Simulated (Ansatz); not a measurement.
Reaction (ligand exchange at a B–N bond): `BNC(F)S` + `[SiH3]S` → `BS[SiH3]` + `NC(F)S`

Program: Ansatz. Geometries: PBE0-D4/def2-TZVP. ΔE: electronic, gas phase. CCSD(T)/CBS adds triple-zeta CCSD(T) − MP2 to the extrapolated MP2 energy (def2 sets, frozen cores). DFT in def2-TZVPP. B3LYP here is the variant with VWN-RPA as its local correlation; programs differ in this. Each species was taken in one conformer, which may not be the lowest.

`BNC(F)S`:

Z-matrix (Å, degrees):
```
C
N 1 1.421
S 1 1.805 2 111.7
F 1 1.385 2 109.1 3 -122.5
H 1 1.092 2 110.8 3 121.9
B 2 1.392 1 129.6 3 10.9
H 2 1.010 1 111.4 3 -172.3
H 3 1.343 1 92.4 2 173.6
H 6 1.194 2 117.8 1 177.9
H 6 1.193 2 120.0 1 -2.8
```

`[SiH3]S`:

Cartesian coordinates in Å:
```
Si 0.396 0.032 -0.348
S -0.993 0.732 1.118
H 1.284 -1.024 0.200
H 1.195 1.225 -0.715
H -0.298 -0.502 -1.547
H -1.583 -0.462 1.292
```

`BS[SiH3]`:

```xyz
8

B    -0.424   -0.481   -1.582
S    -0.667    1.008   -0.647
Si    0.293    0.433    1.196
H     0.145   -1.423   -1.115
H    -0.855   -0.496   -2.693
H     1.719    0.117    0.945
H    -0.394   -0.746    1.776
H     0.184    1.589    2.120
```

`NC(F)S`:

```xyz
8

N    -1.044    0.363    0.594
C    -0.097   -0.052   -0.359
F    -0.466   -1.265   -0.897
S     1.565   -0.234    0.377
H    -0.913   -0.049    1.507
H    -1.139    1.364    0.653
H    -0.059    0.665   -1.180
H     2.153   -0.792   -0.694
```

| level | ΔE (kJ/mol) | difference from CCSD(T)/CBS |
| --- | --- | --- |
| PBE-D4 | 39.5 | -5.5 |
| r2SCAN-D4 | 40.6 | -4.4 |
| ωB97X-V | 45.5 | 0.5 |
| ωB97M-V | 47.5 | 2.5 |
| B3LYP | 46.0 | 1.0 |
| HF/def2-QZVPP | 46.1 | 1.1 |
| MP2/def2-QZVPP | 43.9 | -1.1 |
| SCS-MP2/def2-QZVPP | 45.9 | 0.9 |
| MP2/CBS(def2) | 43.2 | -1.8 |
| CCSD/CBS(def2) | 46.3 | 1.3 |
| CCSD(T)/CBS | 45.0 | 0 |

Largest T1 diagnostic among the species: 0.014.
